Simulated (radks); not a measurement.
Problem. The table gives one normalised radial function P(r) = r R(r) (large component) of W2+ in [Xe] 4f14 5d4 (r in bohr). All-electron calculation, Dirac Kohn-Sham, BLYP, spin-unpolarised, spherical densities, point nucleus; open shells fill j = l - 1/2 first. Program: a radial shooting solver on a logarithmic mesh with Libxc functionals.

r	P
0.002913	0.0001
0.003916	0.0001
0.005223	0.0003
0.007022	0.0008
0.009365	0.0017
0.01249	0.0037
0.01679	0.0081
0.0224	0.0165
0.03012	0.0330
0.04017	0.0609
0.054	0.1055
0.07203	0.1615
0.09684	0.2133
0.1292	0.2184
0.1723	0.1321
0.2316	-0.0609
0.3089	-0.2670
0.4153	-0.3359
0.5539	-0.1616
0.7447	0.2015
0.9933	0.5568
1.335	0.7576
1.781	0.7425
2.376	0.5731
3.194	0.3393
4.26	0.1487
5.727	0.0407

Which n and l does it have? It may be an empty orbital.

Solution. n = 5, l = 2: the number of nodes gives n - l - 1 = 2, the rise at small r points to l (this Dirac orbital starts as r^gamma with gamma = sqrt((l + 1)^2 - (Z/c)^2) = 2.95; the j = 5/2 orbital of l + 1 starts with the same power, but with a smaller coefficient, and then steepens), and the extent must fit the shell. The curve is that of 5d5/2; the two j differ most near the nucleus, where j = l - 1/2 has the larger amplitude, and in heavy atoms j = l - 1/2 is also the more compact. 5d5/2 (empty): eigenvalue -19.224 eV, 2 radial nodes at r = 0.213, 0.639 bohr, <r> = 1.93 bohr, 90 % of the charge inside 3.00 bohr.
